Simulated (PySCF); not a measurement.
Problem. Write Cartesian coordinates for `C[S][Ti]([N](C)C)([N](C)C)[N](C)C` (Ti(SMe)(NMe2)3) as optimised with PBE0-D3(BJ)/def2-SVP. (Singlet state.)

Solution. 
```
atom  x, y, z in Å
Ti1   -0.1455    0.1963    0.2534
S2     0.0454    0.5056    2.5674
C3     1.2762   -0.7580    3.0346
H4     1.9731   -0.9698    2.2099
H5     0.7815   -1.6928    3.3370
H6     1.8565   -0.3828    3.8896
N7     1.5683    0.0260   -0.4971
C8     2.5288    1.0273   -0.1046
C9     2.0781   -0.9596   -1.4080
H10    3.4231    0.5737    0.3683
H11    2.0881    1.7175    0.6340
H12    2.8819    1.6272   -0.9671
H13    1.2914   -1.6818   -1.6683
H14    2.4390   -0.4994   -2.3495
H15    2.9335   -1.5182   -0.9766
N16   -0.9923    1.7069   -0.4371
C17   -2.2683    1.9166    0.1980
C18   -0.6004    2.7144   -1.3767
H19   -2.2989    2.8650    0.7684
H20   -2.4802    1.1043    0.9194
H21   -3.1015    1.9310   -0.5326
H22    0.3880    2.4804   -1.7975
H23   -1.3169    2.7876   -2.2192
H24   -0.5473    3.7172   -0.9084
N25   -1.1288   -1.3309   -0.2343
C26   -0.7601   -2.5534    0.4290
C27   -2.2855   -1.4425   -1.0764
H28   -1.5601   -2.9244    1.1001
H29    0.1404   -2.4073    1.0497
H30   -0.5285   -3.3612   -0.2941
H31   -2.5101   -0.4762   -1.5506
H32   -2.1302   -2.1845   -1.8852
H33   -3.1830   -1.7660   -0.5111
```

Any rigid rotation of these coordinates is as good. Atoms count from 1 in this order. Ti1 (titanium bonded to 3 N and S) is distorted tetrahedral (angles from 107.2° to 114.0°). S2 (sulfur bonded to C and Ti) is bent (angle 102.5°). N7 (nitrogen bonded to 2 C and Ti) is planar (angles 129.8°, 115.9° and 114.4°, sum 360.0°, 0.00 Å off the plane of its three neighbours). Of the pairs four or more bonds apart, C3···H29 is among the closest relative to their van der Waals radii: 2.82 Å, 97 % of the sum of Bondi's values.

Bonds between heavy atoms (Å): Ti1–S2 2.342, Ti1–N7 1.879, Ti1–N16 1.864, Ti1–N25 1.881, S2–C3 1.825, N7–C8 1.442, N7–C9 1.436, N16–C17 1.441, N16–C18 1.432, N25–C26 1.439, N25–C27 1.435.

Level of theory: PBE0-D3(BJ)/def2-SVP geometry optimisation, gas phase (PySCF).

Point group: C1 (no symmetry element, even within 0.4 Å). Not checked by PBE0-D3(BJ)/def2-SVP frequencies. Torsions: N7–Ti1–S2–C3 -45°, S2–Ti1–N7–C8 -49°, S2–Ti1–N16–C17 -57°, S2–Ti1–N25–C26 -49°.

Time: 25 min wall, 55 min CPU; peak memory 2.7 GiB. Hardware: 2 threads of an Intel Xeon Platinum 8259CL at 2.50 GHz, shared host with 96 logical CPUs at a one-minute load of 56. This is the geometry optimisation.
